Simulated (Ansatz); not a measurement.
Start from `BC(=C)BO` and change one atom or group to get `BC(=C)C`.

Ansatz, PBE0-D4/def2-TZVP geometries, multiplicity 1. Each molecule was computed in one conformer, which needn't be the lowest.

| property | `BC(=C)BO` |
| --- | --- |
| LUMO energy (ωB97M-V/def2-TZVPP) / eV | -0.39 |
| HOMO–LUMO gap (PBE0/def2-TZVPP) / eV | 5.92 |
| HOMO energy (B3LYP/def2-TZVPP) / eV | -8.18 |
| LUMO energy (PBE0/def2-TZVPP) / eV | -2.44 |
| ideal-gas entropy at 298 K and 1 bar (rigid rotor, harmonic PBE0-D4/def2-TZVP) / J/(mol·K) | 320 |
| HOMO–LUMO gap (B3LYP/def2-TZVPP) / eV | 5.54 |

Task: What does the change do to each property? (Best estimate.)

Result: The calculation gave: 
| property | `BC(=C)C` | shift |
| --- | --- | --- |
| LUMO energy (ωB97M-V/def2-TZVPP) / eV | 0.06 | 0.45 |
| HOMO–LUMO gap (PBE0/def2-TZVPP) / eV | 5.99 | 0.07 |
| HOMO energy (B3LYP/def2-TZVPP) / eV | -7.71 | 0.47 |
| LUMO energy (PBE0/def2-TZVPP) / eV | -1.94 | 0.50 |
| ideal-gas entropy at 298 K and 1 bar (rigid rotor, harmonic PBE0-D4/def2-TZVP) / J/(mol·K) | 300 | -20 |
| HOMO–LUMO gap (B3LYP/def2-TZVPP) / eV | 5.56 | 0.02 |

With PBE0 the HOMO rises by 0.43 eV and the LUMO rises by 0.50 eV, so the gap widens by about 0.07 eV. PBE moves the HOMO by 0.07 eV and ωB97M-V by 0.53 eV.

B3LYP here is the variant with VWN-RPA as its local correlation; programs differ in this.
